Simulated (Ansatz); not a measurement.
Ansatz (a quantum-chemistry and plane-wave program) input (RI-MP2/aug-cc-pVQZ):
A basis named .json is the Basis Set Exchange file of that set.

Ansatz 0.2 input:
```yaml
crystal:
  periodic: [false, false, false]
  atoms:
    - {symbol: C, position_ang: [2.46081496, -0.22211342, 0.11832726]}
    - {symbol: C, position_ang: [1.06656662, -0.68773153, -0.14426914]}
    - {symbol: C, position_ang: [0.01882799, 0.20855773, -0.29968199]}
    - {symbol: C, position_ang: [0.08860276, 1.60101801, -0.26877716]}
    - {symbol: C, position_ang: [-1.36739594, -0.39583920, -0.46969187]}
    - {symbol: C, position_ang: [-2.16303324, -0.45530780, 0.84043394]}
    - {symbol: H, position_ang: [3.16283481, -1.06117091, 0.18959000]}
    - {symbol: H, position_ang: [2.84023324, 0.45239150, -0.67295246]}
    - {symbol: H, position_ang: [2.55994069, 0.36317708, 1.05421764]}
    - {symbol: H, position_ang: [0.86975817, -1.75417714, -0.16417683]}
    - {symbol: H, position_ang: [1.01693985, 2.12739204, -0.08482585]}
    - {symbol: H, position_ang: [-0.79827847, 2.20367412, -0.43190981]}
    - {symbol: H, position_ang: [-1.93579265, 0.19057141, -1.20162745]}
    - {symbol: H, position_ang: [-1.27459103, -1.40860440, -0.87619945]}
    - {symbol: H, position_ang: [-2.28984196, 0.54752691, 1.25223216]}
    - {symbol: H, position_ang: [-1.62139794, -1.05114711, 1.57898081]}
    - {symbol: H, position_ang: [-3.15610340, -0.90113604, 0.69862509]}
basis:
  gaussian:
    orbitals: aug-cc-pVQZ
    fitting: {mean_field: def2-universal-jkfit, correlation: aug-cc-pVQZ-RIFIT.json}
total_charge: -1
magnetization: {spin_polarized: false}
correlation: {method: mp2, electrons: outside_noble_gas}
```

End of the output:

```
integrals: 3.95 GiB planned
648 factors; integrals over basis functions are off by at most 4.1e0 eV
3.53 GiB of device memory are held for the factors and their scratch space
mean field: 8.18 GiB planned
mean field evaluation 1: about -6352.3254 eV, gradient 4.0e1 eV
mean field evaluation 2: about -6356.3682 eV, gradient 1.8e1 eV
mean field evaluation 4: about -6357.2908 eV, gradient 1.2e0 eV
mean field -6357.29573241 eV, -233.6263090361 hartree, gradient 2.5e-6 eV, S^2 0.000000; 0 other end points of the search recorded, 0 dependent functions left out
6 core orbitals not correlated
1888 factors; their error is unknown
reference -6357.29573241 eV, -233.6263090361 hartree; 18, 18 occupied and 962, 962 virtual orbitals, 1888 factors
second order -30.78967811 eV of doubles, -0.00000000 eV of singles
Total energy: -6388.08541052 eV, -234.7578088368 hartree
```

It need not be the lowest isomer of its formula. Whether it binds its extra electron was not tested at this geometry.
